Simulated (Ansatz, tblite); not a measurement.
Removing an electron: Li₅H₁₀⁻ (the lowest singlet isomer of a short search). Total charge -1; singlet. Geometry: PBE-D4/def2-TZVPD. Ansatz, gas phase; energy differences of separate SCF runs; the oxidised species was run as a doublet alone.

```
atom   x (Å)   y (Å)   z (Å)
 Li1  -0.962   0.958   1.502
 Li2  -0.649   0.417  -1.020
 Li3  -0.514  -1.985  -0.480
 Li4   1.002  -0.642   0.902
 Li5   0.885   1.948   0.464
  H6   2.452   2.428  -0.598
  H7  -2.358  -2.737  -0.917
  H8  -0.899   2.155   0.112
  H9   0.977  -2.415   0.447
 H10  -1.106  -1.090  -1.955
 H11   2.534   3.122  -0.283
 H12  -0.982  -0.566   0.673
 H13   1.209   0.576  -0.571
 H14   0.779   1.075   2.069
 H15  -2.368  -3.243  -0.345
```

The xTB rows come from tblite. In the singlet, H7 and H15 lie 0.76 Å apart, H6 and H11 lie 0.77 Å apart (atoms count from 1), so H2 has formed as a molecule. The structure comes from a short search, and lower isomers may exist.

```
               level  −HOMO (eV)  vertical IE (eV)  −LUMO (eV)  HOMO–LUMO gap (eV)
            GFN1-xTB        6.86              9.12        1.44                5.42
   PBE-D4/def2-TZVPD        0.65              2.99       -2.04                2.68
r2SCAN-D4/def2-TZVPD        0.80              3.04       -2.48                3.28
  PBE0-D4/def2-TZVPD        1.67              3.34       -2.34                4.01
```

 Raw xTB energy differences between charge states are shifted by several eV; the methods need an empirical correction for them.
